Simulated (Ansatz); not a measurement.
Input for Ansatz (a program for electronic structure): R-PBE0/def2-TZVPPD on GeH4N2 (a complex), monomers drawn apart or pushed together. Files ending in .json are basis or fitting sets from the Basis Set Exchange.

Ansatz 0.2 input:
```yaml
crystal:
  periodic: [false, false, false]
  atoms:
    - {symbol: N, position_ang: [-0.21362157, -0.07656925, -1.11253120]}
    - {symbol: N, position_ang: [-0.50001753, 0.37811009, -0.16328979]}
    - {symbol: Ge, position_ang: [0.20851838, -0.08720673, 3.89012497]}
    - {symbol: H, position_ang: [0.58666564, -0.40863125, 5.34440651]}
    - {symbol: H, position_ang: [-0.47229305, -1.31039476, 3.25874729]}
    - {symbol: H, position_ang: [1.47846482, 0.25552855, 3.09759733]}
    - {symbol: H, position_ang: [-0.75354200, 1.10842662, 3.86234013]}
basis:
  gaussian:
    orbitals: def2-TZVPPD.json
hamiltonian:
  xc: {name: PBE0}
scf: {lower_state_search: off}
```

Predict the final total energy.

-2188.5667 hartree.
